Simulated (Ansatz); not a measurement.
Molecule: BO (charge +1, singlet). 
Geometry from a B3LYP-D3(BJ)/def2-TZVP (Ansatz, a program for electronic structure) optimisation:
```xyz
2

B      0.0000     0.0000    -0.7313
O      0.0000     0.0000     0.4571
```
Charge +1, spin multiplicity 1.

Total electronic energies in hartree. Cores are frozen in the correlated levels unless marked. Spin-orbit coupling is left out. Non-relativistic. CBS(X,Y): correlation extrapolated as X^-3; Hartree-Fock from the larger set (for Q and 5 zeta extrapolated as (X+1)exp(-9√X)).

The T1 diagnostic of CCSD in the largest basis is 0.047, which is high, so the coupled-cluster rows are less sure than usual.

```
level                         program  energy (Eh)
----------------------------  -------  -----------
PBE0/STO-3G                    Ansatz    -98.14040
PBE0/def2-SVP                  Ansatz            …
wB97X-V/def2-TZVPD             Ansatz            …
MP2/aug-cc-pVDZ                Ansatz    -99.30926
RI-MP2/def2-TZVPP              Ansatz    -99.38503
SCS-MP2/aug-cc-pVQZ            Ansatz    -99.40865
CCSD/def2-TZVPPD               Ansatz    -99.37872
CCSD(T)/cc-pV5Z                Ansatz    -99.43014
CCSD(T)/CBS(cc-pVQZ,cc-pV5Z)   Ansatz     -99.4377
```

Q: Complete the blanks.

A: 
- PBE0/def2-SVP, energy (Eh): -99.34750
- wB97X-V/def2-TZVPD, energy (Eh): -99.54560
